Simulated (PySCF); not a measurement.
Magnetic susceptibility: `C=C[P@@](=C)(C)/C=C\C`, C$_{7}$H$_{13}$P

Molfile (atoms numbered from 1):
```
C7H13P
     RDKit          3D

 21 20  0  0  0  0  0  0  0  0999 V2000
   -2.0907    1.3075   -0.6950 C   0  0  0  0  0  0  0  0  0  0  0  0
   -1.1105    0.4449   -0.9004 C   0  0  0  0  0  0  0  0  0  0  0  0
   -0.3733   -0.4550    0.4838 P   0  0  1  0  0  5  0  0  0  0  0  0
   -0.7731    0.3031    1.9634 C   0  0  0  0  0  0  0  0  0  0  0  0
   -1.2097   -2.0764    0.4415 C   0  0  0  0  0  0  0  0  0  0  0  0
    1.2823   -0.9414   -0.1497 C   0  0  0  0  0  0  0  0  0  0  0  0
    2.2308   -0.0905   -0.5297 C   0  0  0  0  0  0  0  0  0  0  0  0
    2.0182    1.3726   -0.7017 C   0  0  0  0  0  0  0  0  0  0  0  0
   -2.4347    1.4977    0.3093 H   0  0  0  0  0  0  0  0  0  0  0  0
   -2.5664    1.8506   -1.4961 H   0  0  0  0  0  0  0  0  0  0  0  0
   -0.7200    0.2220   -1.8861 H   0  0  0  0  0  0  0  0  0  0  0  0
   -0.3124    1.2882    2.0420 H   0  0  0  0  0  0  0  0  0  0  0  0
   -0.4610   -0.3290    2.7958 H   0  0  0  0  0  0  0  0  0  0  0  0
   -0.7723   -2.7286    1.1963 H   0  0  0  0  0  0  0  0  0  0  0  0
   -1.1119   -2.5338   -0.5423 H   0  0  0  0  0  0  0  0  0  0  0  0
   -2.2590   -1.9087    0.6790 H   0  0  0  0  0  0  0  0  0  0  0  0
    1.5260   -1.9884   -0.0018 H   0  0  0  0  0  0  0  0  0  0  0  0
    3.2253   -0.4545   -0.7628 H   0  0  0  0  0  0  0  0  0  0  0  0
    1.0727    1.6701   -0.2483 H   0  0  0  0  0  0  0  0  0  0  0  0
    1.9999    1.6362   -1.7602 H   0  0  0  0  0  0  0  0  0  0  0  0
    2.8309    1.9306   -0.2374 H   0  0  0  0  0  0  0  0  0  0  0  0
  1  2  2  0
  2  3  1  0
  3  4  2  0
  3  5  1  1
  3  6  1  0
  6  7  2  0
  7  8  1  0
  1  9  1  0
  1 10  1  0
  2 11  1  0
  4 12  1  0
  4 13  1  0
  5 14  1  0
  5 15  1  0
  5 16  1  0
  6 17  1  0
  7 18  1  0
  8 19  1  0
  8 20  1  0
  8 21  1  0
M  END
```

Method used: GIAO KT3/pcSseg-1 magnetisability, rotational g tensor and spin-rotation constants, non-relativistic, gas phase (PySCF 2.14.0). Geometry: GFN2-xTB.

Problem. How diamagnetic is it, and how anisotropic?

Solution. Isotropic -1420 × 10⁻³⁰ J/T², or -85.5 × 10⁻⁶ cm³/mol; principal values -1551, -1367, -1343 × 10⁻³⁰ J/T², anisotropy 198 × 10⁻³⁰ J/T² (root of half the summed squared differences of the principal values). The susceptibility is in cgs units.

Problem. Split it along the inertial axes a, b, c into diamagnetic and paramagnetic parts about the centre of mass, with the quadrupole moment.

Solution. 
| axis | χ (10⁻⁶ cm³/mol) | diamagnetic (10⁻⁶ cm³/mol) | paramagnetic (10⁻⁶ cm³/mol) | summed x² of all electrons (Å²) | quadrupole Θ (D Å) |
| --- | --- | --- | --- | --- | --- |
| a | -86.5 | -740.0 | 653.5 | 179.7 | -0.43 |
| b | -83.0 | -1021.0 | 938.0 | 113.5 | +6.25 |
| c | -87.1 | -1243.8 | 1156.7 | 61.0 | -5.82 |

Anisotropies 2χaa − χbb − χcc = -2.9 and 2χbb − χaa − χcc = +7.7 × 10⁻⁶ cm³/mol. Θ is traceless in Buckingham's convention.

Problem. And the rotational g tensor?

Solution. 
| axis | rotational constant (GHz) | g | nuclear part | electronic part |
| --- | --- | --- | --- | --- |
| a | 2.0756 | -0.0153 | 0.6220 | -0.6372 |
| b | 1.4005 | -0.0152 | 0.6019 | -0.6172 |
| c | 1.1164 | -0.0062 | 0.6004 | -0.6067 |

Asymmetric top; isotopes 12C, 1H, 31P; no vibrational averaging.
